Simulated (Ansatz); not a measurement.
Ansatz (an electronic-structure program) input (HF/3-21G): The .json file is the Basis Set Exchange's 3-21G.

Ansatz 0.2 input:
```yaml
crystal:
  periodic: [false, false, false]
  atoms:
    - {symbol: C, position_ang: [-1.35748808, 1.41072069, -0.71841947]}
    - {symbol: Si, position_ang: [-0.58084518, -0.00532562, 0.32122451]}
    - {symbol: C, position_ang: [-1.11807908, -1.72771359, -0.33754735]}
    - {symbol: Si, position_ang: [1.80249713, 0.16852156, 0.25562334]}
    - {symbol: H, position_ang: [-2.44120857, 1.35196918, -0.69692954]}
    - {symbol: H, position_ang: [-1.03459823, 1.34726072, -1.75273943]}
    - {symbol: H, position_ang: [-1.06280909, 2.37985654, -0.32934855]}
    - {symbol: H, position_ang: [-1.01706083, 0.13393094, 1.74291302]}
    - {symbol: H, position_ang: [-0.78959345, -1.86452912, -1.36296507]}
    - {symbol: H, position_ang: [-0.68893893, -2.52124131, 0.26543578]}
    - {symbol: H, position_ang: [-2.19861386, -1.82822686, -0.31098932]}
    - {symbol: H, position_ang: [2.25512732, 1.48836399, 0.78092654]}
    - {symbol: H, position_ang: [2.29022704, 0.03540866, -1.14782154]}
    - {symbol: H, position_ang: [2.43774430, -0.90557851, 1.07144909]}
basis:
  gaussian:
    orbitals: 3-21G.json
hamiltonian:
  xc: {name: HF}
phonons: {temperatures: {t_min: 298.15, t_max: 298.15, t_step: 100}}
```

Output:

```
Functional definition: HF
integrals: 0.02 GiB planned
796 factors; integrals over basis functions are off by at most 5.4e-4 eV
mean field: 0.14 GiB planned
mean field evaluation 1: about -17846.9140 eV, gradient 2.3e1 eV
mean field evaluation 2: about -17846.9100 eV, gradient 2.3e1 eV
mean field evaluation 4: about -17848.4262 eV, gradient 1.9e0 eV
mean field evaluation 8: about -17848.4388 eV, gradient 9.0e-5 eV
mean field -17848.43879293 eV, -655.9180275340 hartree, gradient 2.3e-5 eV, S^2 0.000000; 0 other end points of the search recorded, 0 dependent functions left out
the calculation of the forces begins
reference -17848.43879293 eV, -655.9180275340 hartree; 25, 25 occupied and 39, 39 virtual orbitals, 796 factors
these checks for a lower state are left out or cut short: stability, starts, cluster_reference, orbital_swaps, neighbouring_geometries, increment
integrals: 0.02 GiB planned
796 factors; integrals over basis functions are off by at most 5.4e-4 eV
mean field: 0.14 GiB planned
mean field evaluation 16: about -17848.4386 eV, gradient 5.1e-6 eV
mean field -17848.43863116 eV, -655.9180215890 hartree, gradient 1.4e-6 eV, S^2 0.000000; 0 other end points of the search recorded, 0 dependent functions left out
the calculation of the forces begins
reference -17848.43863116 eV, -655.9180215890 hartree; 25, 25 occupied and 39, 39 virtual orbitals, 796 factors
these checks for a lower state are left out or cut short: stability, starts, cluster_reference, orbital_swaps, neighbouring_geometries, increment
integrals: 0.02 GiB planned
796 factors; integrals over basis functions are off by at most 5.4e-4 eV
mean field: 0.14 GiB planned
mean field -17848.43862286 eV, -655.9180212840 hartree, gradient 1.4e-6 eV, S^2 0.000000; 0 other end points of the search recorded, 0 dependent functions left out
the calculation of the forces begins
reference -17848.43862286 eV, -655.9180212840 hartree; 25, 25 occupied and 39, 39 virtual orbitals, 796 factors
these checks for a lower state are left out or cut short: stability, starts, cluster_reference, orbital_swaps, neighbouring_geometries, increment
integrals: 0.02 GiB planned
796 factors; integrals over basis functions are off by at most 5.4e-4 eV
mean field: 0.14 GiB planned
mean field evaluation 32: about -17848.4386 eV, gradient 1.4e-6 eV
mean field -17848.43864343 eV, -655.9180220399 hartree, gradient 1.4e-6 eV, S^2 0.000000; 0 other end points of the search recorded, 0 dependent functions left out
the calculation of the forces begins
reference -17848.43864343 eV, -655.9180220399 hartree; 25, 25 occupied and 39, 39 virtual orbitals, 796 factors
these checks for a lower state are left out or cut short: stability, starts, cluster_reference, orbital_swaps, neighbouring_geometries, increment
integrals: 0.02 GiB planned
796 factors; integrals over basis functions are off by at most 5.4e-4 eV
mean field: 0.14 GiB planned
mean field -17848.43864609 eV, -655.9180221375 hartree, gradient 1.4e-6 eV, S^2 0.000000; 0 other end points of the search recorded, 0 dependent functions left out
the calculation of the forces begins
reference -17848.43864609 eV, -655.9180221375 hartree; 25, 25 occupied and 39, 39 virtual orbitals, 796 factors
these checks for a lower state are left out or cut short: stability, starts, cluster_reference, orbital_swaps, neighbouring_geometries, increment
integrals: 0.02 GiB planned
796 factors; integrals over basis functions are off by at most 5.4e-4 eV
mean field: 0.14 GiB planned
mean field -17848.43863260 eV, -655.9180216417 hartree, gradient 1.4e-6 eV, S^2 0.000000; 0 other end points of the search recorded, 0 dependent functions left out
the calculation of the forces begins
reference -17848.43863260 eV, -655.9180216417 hartree; 25, 25 occupied and 39, 39 virtual orbitals, 796 factors
these checks for a lower state are left out or cut short: stability, starts, cluster_reference, orbital_swaps, neighbouring_geometries, increment
integrals: 0.02 GiB planned
796 factors; integrals over basis functions are off by at most 5.4e-4 eV
mean field: 0.14 GiB planned
mean field -17848.43863242 eV, -655.9180216352 hartree, gradient 1.4e-6 eV, S^2 0.000000; 0 other end points of the search recorded, 0 dependent functions left out
the calculation of the forces begins
reference -17848.43863242 eV, -655.9180216352 hartree; 25, 25 occupied and 39, 39 virtual orbitals, 796 factors
these checks for a lower state are left out or cut short: stability, starts, cluster_reference, orbital_swaps, neighbouring_geometries, increment
integrals: 0.02 GiB planned
796 factors; integrals over basis functions are off by at most 5.4e-4 eV
mean field: 0.14 GiB planned
mean field -17848.43869812 eV, -655.9180240496 hartree, gradient 1.4e-6 eV, S^2 0.000000; 0 other end points of the search recorded, 0 dependent functions left out
[...]
mean field: 0.14 GiB planned
mean field -17848.43878255 eV, -655.9180271523 hartree, gradient 2.6e-6 eV, S^2 0.000000; 0 other end points of the search recorded, 0 dependent functions left out
the calculation of the forces begins
reference -17848.43878255 eV, -655.9180271523 hartree; 25, 25 occupied and 39, 39 virtual orbitals, 796 factors
these checks for a lower state are left out or cut short: stability, starts, cluster_reference, orbital_swaps, neighbouring_geometries, increment
integrals: 0.02 GiB planned
796 factors; integrals over basis functions are off by at most 5.4e-4 eV
mean field: 0.14 GiB planned
mean field -17848.43878481 eV, -655.9180272354 hartree, gradient 2.6e-6 eV, S^2 0.000000; 0 other end points of the search recorded, 0 dependent functions left out
the calculation of the forces begins
reference -17848.43878481 eV, -655.9180272354 hartree; 25, 25 occupied and 39, 39 virtual orbitals, 796 factors
these checks for a lower state are left out or cut short: stability, starts, cluster_reference, orbital_swaps, neighbouring_geometries, increment
integrals: 0.02 GiB planned
796 factors; integrals over basis functions are off by at most 5.4e-4 eV
mean field: 0.14 GiB planned
mean field -17848.43878436 eV, -655.9180272190 hartree, gradient 6.1e-7 eV, S^2 0.000000; 0 other end points of the search recorded, 0 dependent functions left out
the calculation of the forces begins
reference -17848.43878436 eV, -655.9180272190 hartree; 25, 25 occupied and 39, 39 virtual orbitals, 796 factors
these checks for a lower state are left out or cut short: stability, starts, cluster_reference, orbital_swaps, neighbouring_geometries, increment
integrals: 0.02 GiB planned
796 factors; integrals over basis functions are off by at most 5.4e-4 eV
mean field: 0.14 GiB planned
mean field -17848.43878012 eV, -655.9180270632 hartree, gradient 1.4e-6 eV, S^2 0.000000; 0 other end points of the search recorded, 0 dependent functions left out
the calculation of the forces begins
reference -17848.43878012 eV, -655.9180270632 hartree; 25, 25 occupied and 39, 39 virtual orbitals, 796 factors
these checks for a lower state are left out or cut short: stability, starts, cluster_reference, orbital_swaps, neighbouring_geometries, increment
integrals: 0.02 GiB planned
796 factors; integrals over basis functions are off by at most 5.4e-4 eV
mean field: 0.14 GiB planned
mean field evaluation 288: about -17848.4387 eV, gradient 1.4e-6 eV
mean field -17848.43874720 eV, -655.9180258531 hartree, gradient 1.4e-6 eV, S^2 0.000000; 0 other end points of the search recorded, 0 dependent functions left out
the calculation of the forces begins
reference -17848.43874720 eV, -655.9180258531 hartree; 25, 25 occupied and 39, 39 virtual orbitals, 796 factors
these checks for a lower state are left out or cut short: stability, starts, cluster_reference, orbital_swaps, neighbouring_geometries, increment
integrals: 0.02 GiB planned
796 factors; integrals over basis functions are off by at most 5.4e-4 eV
mean field: 0.14 GiB planned
mean field -17848.43874584 eV, -655.9180258032 hartree, gradient 1.4e-6 eV, S^2 0.000000; 0 other end points of the search recorded, 0 dependent functions left out
the calculation of the forces begins
reference -17848.43874584 eV, -655.9180258032 hartree; 25, 25 occupied and 39, 39 virtual orbitals, 796 factors
these checks for a lower state are left out or cut short: stability, starts, cluster_reference, orbital_swaps, neighbouring_geometries, increment
integrals: 0.02 GiB planned
796 factors; integrals over basis functions are off by at most 5.4e-4 eV
mean field: 0.14 GiB planned
mean field -17848.43877965 eV, -655.9180270459 hartree, gradient 5.6e-7 eV, S^2 0.000000; 0 other end points of the search recorded, 0 dependent functions left out
the calculation of the forces begins
reference -17848.43877965 eV, -655.9180270459 hartree; 25, 25 occupied and 39, 39 virtual orbitals, 796 factors
these checks for a lower state are left out or cut short: stability, starts, cluster_reference, orbital_swaps, neighbouring_geometries, increment
integrals: 0.02 GiB planned
796 factors; integrals over basis functions are off by at most 5.4e-4 eV
mean field: 0.14 GiB planned
mean field -17848.43878015 eV, -655.9180270641 hartree, gradient 6.6e-7 eV, S^2 0.000000; 0 other end points of the search recorded, 0 dependent functions left out
the calculation of the forces begins
reference -17848.43878015 eV, -655.9180270641 hartree; 25, 25 occupied and 39, 39 virtual orbitals, 796 factors
these checks for a lower state are left out or cut short: stability, starts, cluster_reference, orbital_swaps, neighbouring_geometries, increment
integrals: 0.02 GiB planned
796 factors; integrals over basis functions are off by at most 5.4e-4 eV
mean field: 0.14 GiB planned
mean field -17848.43874012 eV, -655.9180255931 hartree, gradient 1.4e-6 eV, S^2 0.000000; 0 other end points of the search recorded, 0 dependent functions left out
the calculation of the forces begins
reference -17848.43874012 eV, -655.9180255931 hartree; 25, 25 occupied and 39, 39 virtual orbitals, 796 factors
these checks for a lower state are left out or cut short: stability, starts, cluster_reference, orbital_swaps, neighbouring_geometries, increment
integrals: 0.02 GiB planned
796 factors; integrals over basis functions are off by at most 5.4e-4 eV
mean field: 0.14 GiB planned
mean field evaluation 320: about -17848.4387 eV, gradient 4.2e-5 eV
mean field -17848.43874226 eV, -655.9180256718 hartree, gradient 1.4e-6 eV, S^2 0.000000; 0 other end points of the search recorded, 0 dependent functions left out
the calculation of the forces begins
reference -17848.43874226 eV, -655.9180256718 hartree; 25, 25 occupied and 39, 39 virtual orbitals, 796 factors
these checks for a lower state are left out or cut short: stability, starts, cluster_reference, orbital_swaps, neighbouring_geometries, increment
integrals: 0.02 GiB planned
796 factors; integrals over basis functions are off by at most 5.4e-4 eV
mean field: 0.14 GiB planned
mean field -17848.43878222 eV, -655.9180271404 hartree, gradient 2.8e-6 eV, S^2 0.000000; 0 other end points of the search recorded, 0 dependent functions left out
the calculation of the forces begins
reference -17848.43878222 eV, -655.9180271404 hartree; 25, 25 occupied and 39, 39 virtual orbitals, 796 factors
these checks for a lower state are left out or cut short: stability, starts, cluster_reference, orbital_swaps, neighbouring_geometries, increment
integrals: 0.02 GiB planned
796 factors; integrals over basis functions are off by at most 5.4e-4 eV
mean field: 0.14 GiB planned
mean field -17848.43878545 eV, -655.9180272588 hartree, gradient 2.7e-6 eV, S^2 0.000000; 0 other end points of the search recorded, 0 dependent functions left out
the calculation of the forces begins
reference -17848.43878545 eV, -655.9180272588 hartree; 25, 25 occupied and 39, 39 virtual orbitals, 796 factors
Total energy: -17848.43879293 eV, -655.9180275340 hartree
Atom 0 at    -1.357488     1.410721    -0.718419 Å, force     0.001400    -0.000407    -0.000164 eV/Å
Atom 1 at    -0.580845    -0.005326     0.321225 Å, force    -0.001415     0.000085     0.001589 eV/Å
Atom 2 at    -1.118079    -1.727714    -0.337547 Å, force     0.001326     0.000561    -0.000281 eV/Å
Atom 3 at     1.802497     0.168522     0.255623 Å, force     0.001504     0.000243     0.001058 eV/Å
Atom 4 at    -2.441209     1.351969    -0.696930 Å, force    -0.000304    -0.000364    -0.000210 eV/Å
Atom 5 at    -1.034598     1.347261    -1.752739 Å, force    -0.000768     0.000478    -0.000023 eV/Å
Atom 6 at    -1.062809     2.379857    -0.329349 Å, force    -0.000425    -0.000354    -0.000480 eV/Å
Atom 7 at    -1.017061     0.133931     1.742913 Å, force    -0.000645    -0.000082    -0.000268 eV/Å
Atom 8 at    -0.789593    -1.864529    -1.362965 Å, force    -0.000688    -0.000579     0.000105 eV/Å
Atom 9 at    -0.688939    -2.521241     0.265436 Å, force    -0.000464     0.000162    -0.000543 eV/Å
Atom 10 at    -2.198614    -1.828227    -0.310989 Å, force    -0.000351     0.000254    -0.000285 eV/Å
Atom 11 at     2.255127     1.488364     0.780927 Å, force     0.000853     0.000217    -0.000095 eV/Å
Atom 12 at     2.290227     0.035409    -1.147822 Å, force    -0.000902    -0.000111    -0.000347 eV/Å
Atom 13 at     2.437744    -0.905579     1.071449 Å, force     0.000877    -0.000103    -0.000056 eV/Å
Dipole moment:    -0.194566    -0.026736    -0.098007 e Å
Vibrations: 86.73 137.62 149.28 150.27 176.21 210.28 388.18 511.49 533.88 669.22 701.19 751.09 768.21 887.73 923.53 990.45 992.87 1008.67 1016.43 1019.44 1465.81 1473.30 1627.96 1630.95 1637.11 1638.27 2233.08 2255.15 2259.27 2263.11 3185.31 3185.56 3256.17 3257.20 3259.41 3259.52 cm⁻¹, zero-point energy 3.097123 eV
```

The blocks after the first are displaced geometries, from whose forces the wavenumbers follow.
